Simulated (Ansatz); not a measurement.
InO₃H₃, relaxed as a singlet with RKS PBE0-D4/def2-SVP in Ansatz, starting from the GFN1-xTB geometry. Force threshold 0.02 eV/Å.

In the def2 sets In takes a core potential; there is no spin–orbit coupling. The structure holds 1 bond(s) between oxygen atoms. Another isomer (singlet) lies 2.42 eV lower at PBE0-D4/def2-TZVP; other spin states weren't run for this one.

Start:

Cartesian coordinates in Å:
```
In 1.6835 1.0541 -0.8441
O -0.2095 0.8634 0.1848
O 0.8617 -1.4480 -0.7080
O -1.4485 1.3247 0.7658
H 0.7146 -1.3127 0.2360
H 0.0259 -1.1440 -1.0844
H -1.6277 0.6625 1.4499
```

Q: Estimate the energy that the relaxation releases and the steps that it takes.

A: 54.2 kJ/mol, in 38 steps; 43 s on 4 threads of Arm Neoverse V2 on a shared host. No frequencies were taken in this run, so the end may be a saddle point.

Q: Does the start keep its bonding?

A: By distances, no bond broke or formed. The bond that changes most is In1–O3, from 2.64 to 2.54 Å (atoms count from 1). A close non-bonded pair moves further: O2–H5, from 2.36 to 1.67 Å.

Q: Predict the relaxed structure.

A: 
Cartesian coordinates in Å:
```
In 1.0567 1.2786 -0.6733
O -0.9327 0.4338 -0.1425
O 0.9640 -1.2405 -0.4047
O -0.6532 0.8442 1.2215
H 0.0258 -0.9318 -0.2348
H 0.9208 -1.8409 -1.1572
H -1.3814 1.4566 1.3910
```
Bond lengths: 1 × In–O 2.23 Å; 1 × O–O 1.45 Å; 3 × H–O 0.96 to 1.00 Å.
